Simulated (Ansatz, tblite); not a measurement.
Cost and result up the ladder for `Sc1ccc(-c2ccc(-c3ccc(S)[se]3)[se]2)[se]1` (25 atoms). Total charge 0; singlet. Geometry: PBE-D4/def2-SVP.

Ansatz on 2 threads of AMD EPYC 7R13 on a shared host and a share (18 GiB) of an NVIDIA H100 80GB HBM3; xTB runs through tblite on one thread. Times are rough, summed over both states, and most runs start from the orbitals of an earlier one. B2PLYP/def2-TZVP serves as the yardstick here, not as an exact answer. The other state is a doublet.

The xTB rows come from tblite. Correlated methods freeze 49 core orbitals; core or outer-core shells of Se are correlated, in sets that lack core-valence functions. Single mean-field runs in def2-TZVP are fitted with def2-universal-jkfit.

Raw xTB energies of ions are shifted by several eV.

```
                          level  functions  vertical IE (eV)  difference from B2PLYP/def2-TZVP (eV)
               PBE-D4/def2-TZVP        638              6.20                                  -0.30
                       GFN2-xTB        101             11.37                                   4.87
               B2PLYP/def2-TZVP        638              6.50                                   0.00
PBE0-D4/def2-TZVP (with forces)        638              6.43                                  -0.07
                       GFN1-xTB        109             11.74                                   5.24
```

Q: Estimate how long each takes.

A: GFN2-xTB 0.11 s; GFN1-xTB 0.11 s; PBE-D4/def2-TZVP 18 s; B2PLYP/def2-TZVP 22 s; PBE0-D4/def2-TZVP (with forces) 23 s. On shared hardware such times vary by a factor of up to 3.
